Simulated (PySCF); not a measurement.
## Continuum solvent and chemical shifts

Geometry (Å), atoms numbered from 1 in this order:
```xyz
25

C     2.5578   -1.6842   -0.9931
C     1.7552   -0.6386   -1.2198
P     0.4265   -0.0188   -0.1230
C     0.5922    1.4251    0.7239
C     0.4882    2.7860    0.0936
C    -1.0259    0.0216   -1.2391
C    -2.3229    0.1471   -0.4509
S    -2.6674   -1.2928    0.6020
C    -1.2476   -1.2075    1.7317
C     0.0971   -1.3911    1.0393
H     2.3991   -2.3793   -0.1623
H     3.4246   -1.8877   -1.6302
H     1.9804    0.0371   -2.0565
H     1.2134    1.3267    1.6231
H     0.0906    3.5228    0.8135
H    -0.2118    2.7954   -0.7601
H     1.4431    3.2049   -0.2826
H    -0.8993    0.8750   -1.9267
H    -1.0165   -0.8994   -1.8428
H    -3.1846    0.2101   -1.1329
H    -2.3118    1.0568    0.1690
H    -1.2684   -0.2472    2.2701
H    -1.4178   -2.0160    2.4599
H     0.1228   -2.3433    0.4874
H     0.9160   -1.3977    1.7784
```

GIAO PBE0/pcSseg-1 in PySCF 2.14.0 with density-fitted response routines on one PBE0-D3(BJ)/def2-SVP conformer, non-relativistic, equivalent nuclei averaged. Solvents enter as an IEF-PCM continuum (chloroform with ε = 4.7, methanol with ε = 32.6) around the gas-phase geometry. Shifts are referred to TMS, CS2 computed in the same medium.

Gas phase, δ in ppm: C2 147.5, C1 124.7, C7/C9 28.3, C6/C10 23.7, C5 10.4, C4 0.9, S8 6.2, H13 6.12, H12 5.58, H11 5.32, H21/H22 3.60, H18/H25 2.16, H20/H23 2.14, H19/H24 1.62. Dipole moment 1.87 D.

Problem. How does each δ change in the continuum?

Solution. 
```json
{"atoms": "C2", "environment": "alkene CH", "Δδ, chloroform": "+0.7", "Δδ, methanol": "+0.8"}
{"atoms": "C1", "environment": "terminal =CH2 carbon", "Δδ, chloroform": "+3.2", "Δδ, methanol": "+4.7"}
{"atoms": "C7/C9", "environment": "sp3 CH2 bonded to S", "Δδ, chloroform": "+0.6", "Δδ, methanol": "+1.0"}
{"atoms": "C6/C10", "environment": "sp3 CH2 bonded to P", "Δδ, chloroform": "+0.6", "Δδ, methanol": "+0.9"}
{"atoms": "C5", "environment": "methyl carbon", "Δδ, chloroform": "+0.2", "Δδ, methanol": "+0.2"}
{"atoms": "C4", "environment": "carbon double-bonded to a heavier main-group atom", "Δδ, chloroform": "-2.1", "Δδ, methanol": "-3.2"}
{"atoms": "S8", "environment": "sulfide sulfur", "Δδ, chloroform": "-12.3", "Δδ, methanol": "-16.9"}
{"atoms": "H13", "environment": "hydrogen on an alkene CH", "Δδ, chloroform": "+0.15", "Δδ, methanol": "+0.21"}
{"atoms": "H12", "environment": "hydrogen on a terminal =CH2 carbon", "Δδ, chloroform": "+0.20", "Δδ, methanol": "+0.29"}
{"atoms": "H11", "environment": "hydrogen on a terminal =CH2 carbon", "Δδ, chloroform": "+0.22", "Δδ, methanol": "+0.32"}
{"atoms": "H21/H22", "environment": "hydrogen on an sp3 CH2 bonded to S", "Δδ, chloroform": "-0.09", "Δδ, methanol": "-0.17"}
{"atoms": "H18/H25", "environment": "hydrogen on an sp3 CH2 bonded to P", "Δδ, chloroform": "+0.17", "Δδ, methanol": "+0.25"}
{"atoms": "H20/H23", "environment": "hydrogen on an sp3 CH2 bonded to S", "Δδ, chloroform": "+0.20", "Δδ, methanol": "+0.29"}
{"atoms": "H19/H24", "environment": "hydrogen on an sp3 CH2 bonded to P", "Δδ, chloroform": "+0.09", "Δδ, methanol": "+0.14"}
```

Changes are relative to the gas phase. The dipole moment becomes 2.54 D in chloroform, 2.88 D in methanol.

Problem. Which of the listed nuclei move most (in ppm), and what does the model miss?

Solution. S8 (sulfide sulfur, -16.9 ppm) in methanol. A continuum only polarises the solute; specific hydrogen bonds, the anisotropy of aromatic solvents and changes of geometry or conformer are outside it.
